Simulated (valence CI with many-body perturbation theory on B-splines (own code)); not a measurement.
Energy levels of Ir4+

Computed by relativistic CI+MBPT: five valence electrons over a frozen Dirac-Fock core [Xe] 4f14, a basis of 7 s, 7 p, 8 d, 6 f, 4 g, 1 h functions for each j, with the one-electron correlation potential Σ1 (screened to all orders), the two-electron term Σ2, the three-electron term Σ3, Breit, model QED; selected single and double excitations, second order for the rest, scaled by the run's own slope (own B-spline code, finite nucleus).

No measured spectrum was set against this ion. As an estimate, terms of the open shell hold to 2 to 4 % of their energy, and close levels can change places; different configurations can be misplaced against each other by 1,000 to 8,000 cm⁻¹. Among the levels kept, up to 2200 cm⁻¹ of a level comes from second order outside the variational space, and about a tenth of that is noise between levels of different J, which matters for small intervals.

Levels 181 to 220 of 220, with energies above the lowest level, 5d⁵ ⁶S_5/2. "Leading %" is the weight of the configuration and term that name the level; weights of strongly mixed levels are sums over their largest components and can fall short. In the jj column 3d3/2^4 stands for four electrons in 3d with j = 3/2. Lifetimes count E1, E2, E3, M1 and M2 decay at the calculated energies, and are blank where another channel may lead or the interval is too uncertain; long ones can be off by a factor of two.

```
No.  Configuration  Term     J  E (cm⁻¹)  Leading %                    Leading jj  Lifetime      g
181          5d⁴6p   ²F°   7/2    197700         32  5d3/2^2 5d5/2^2 6p1/2 (38 %)    178 ps  1.127
182          5d⁴6p   ²I°  13/2    197850         68  5d3/2^2 5d5/2^2 6p3/2 (60 %)    200 ps  1.117
183          5d⁴6p   ²G°   7/2    197970         36  5d3/2^2 5d5/2^2 6p3/2 (48 %)    290 ps  1.042
184          5d⁴6p   ⁴F°   9/2    197980         26  5d3/2^2 5d5/2^2 6p3/2 (49 %)    271 ps  1.084
185          5d⁴6p   ²H°   9/2    198400         45  5d3/2^2 5d5/2^2 6p3/2 (33 %)    127 ps  1.059
186          5d⁴6p   ⁴F°   5/2    198730         24  5d3/2^2 5d5/2^2 6p3/2 (42 %)    201 ps  1.017
187          5d⁴6p   ²G°   9/2    199130         36  5d3/2^2 5d5/2^2 6p3/2 (63 %)    225 ps  1.113
188         5d³6s²    ⁴P   1/2    199200         68     5d3/2^2 5d5/2 6s^2 (90 %)    278 ns  2.115
189          5d⁴6p   ²P°   1/2    199310         55    5d3/2 5d5/2^3 6p1/2 (49 %)    320 ps  0.937
190          5d⁴6p   ²H°  11/2    199960         48  5d3/2^2 5d5/2^2 6p3/2 (85 %)    363 ps  1.113
191          5d⁴6p   ²F°   5/2    200120         25  5d3/2^2 5d5/2^2 6p3/2 (52 %)    186 ps  1.086
192          5d⁴6p   ²D°   3/2    200490         42  5d3/2^2 5d5/2^2 6p3/2 (46 %)    170 ps  1.083
193          5d⁴6p   ⁴D°   7/2    200850         24  5d3/2^2 5d5/2^2 6p3/2 (57 %)    176 ps  1.163
194          5d⁴6p   ²F°   5/2    200910         39    5d3/2 5d5/2^3 6p1/2 (45 %)    194 ps  1.099
195          5d⁴6p   ⁴G°   9/2    201430         40  5d3/2^2 5d5/2^2 6p3/2 (71 %)    303 ps  1.146
196          5d⁴6p   ⁴G°  11/2    201620         43    5d3/2 5d5/2^3 6p3/2 (53 %)    253 ps  1.157
197          5d⁴6p   ⁴D°   7/2    201870         40  5d3/2^2 5d5/2^2 6p3/2 (37 %)    258 ps  1.192
198          5d⁴6p   ²D°   3/2    202120         30  5d3/2^2 5d5/2^2 6p3/2 (29 %)    177 ps  1.054
199          5d⁴6p   ²F°   7/2    202630         37    5d3/2 5d5/2^3 6p3/2 (46 %)    276 ps  1.114
200          5d⁴6p   ²D°   5/2    202720         33  5d3/2^2 5d5/2^2 6p3/2 (44 %)    249 ps  1.137
201          5d⁴6p   ⁴F°   9/2    203340         33  5d3/2^2 5d5/2^2 6p3/2 (53 %)    265 ps  1.179
202          5d⁴6p   ²H°  11/2    203400         71  5d3/2^2 5d5/2^2 6p3/2 (67 %)    109 ps  1.116
203          5d⁴6p   ²H°   9/2    205020         35    5d3/2 5d5/2^3 6p3/2 (50 %)    292 ps  1.098
204          5d⁴6p   ²P°   1/2    205390         46    5d3/2 5d5/2^3 6p1/2 (32 %)    177 ps  1.538
205          5d⁴6p   ²P°   3/2    205410         33    5d3/2 5d5/2^3 6p3/2 (30 %)    377 ps  1.394
206          5d⁴6p   ²G°   7/2    205450         32  5d3/2^2 5d5/2^2 6p3/2 (51 %)    201 ps  1.165
207          5d⁴6p   ²F°   5/2    205700         34    5d3/2 5d5/2^3 6p3/2 (40 %)    224 ps  1.007
208          5d⁴6p   ²G°   7/2    205820         48  5d3/2^2 5d5/2^2 6p3/2 (56 %)    164 ps  1.062
209         5d³6s²    ²G   7/2    205890         77     5d3/2 5d5/2^2 6s^2 (65 %)    571 ns  0.952
210          5d⁴6p   ²D°   3/2    206010         30    5d3/2 5d5/2^3 6p3/2 (38 %)    222 ps  0.944
211         5d³6s²    ²H   9/2    206250         55     5d3/2 5d5/2^2 6s^2 (56 %)    514 ns  1.074
212          5d⁴6p   ²F°   7/2    206280         44  5d3/2^2 5d5/2^2 6p3/2 (32 %)    198 ps  1.092
213          5d⁴6p   ²F°   5/2    206310         30    5d3/2 5d5/2^3 6p3/2 (46 %)    157 ps  1.110
214          5d⁴6p   ⁴P°   1/2    206570         57    5d3/2 5d5/2^3 6p1/2 (34 %)    144 ps  1.781
215          5d⁴6p   ²G°   9/2    206770         45  5d3/2^2 5d5/2^2 6p3/2 (43 %)    257 ps  1.138
216          5d⁴6p   ⁴H°  13/2    207090         49    5d3/2 5d5/2^3 6p3/2 (80 %)    302 ps  1.148
217          5d⁴6p   ²P°   3/2    207640         45    5d3/2 5d5/2^3 6p3/2 (37 %)    194 ps  1.200
218          5d⁴6p   ²F°   5/2    207790         48    5d3/2 5d5/2^3 6p1/2 (36 %)    159 ps  0.978
219         5d³6s²    ⁴P   5/2    207920         85     5d3/2 5d5/2^2 6s^2 (55 %)    175 ns  1.556
220          5d⁴6p   ²F°   7/2    208030         24    5d3/2 5d5/2^3 6p3/2 (58 %)    253 ps  1.146
```

Names give the largest LS component (configuration and term), which can be under half, so a name can repeat, a term be missing and a line seem to break the LS rules; names also repeat where a configuration has a term twice.

Where two levels of one J and parity lie close, their mixing, g and order are uncertain.
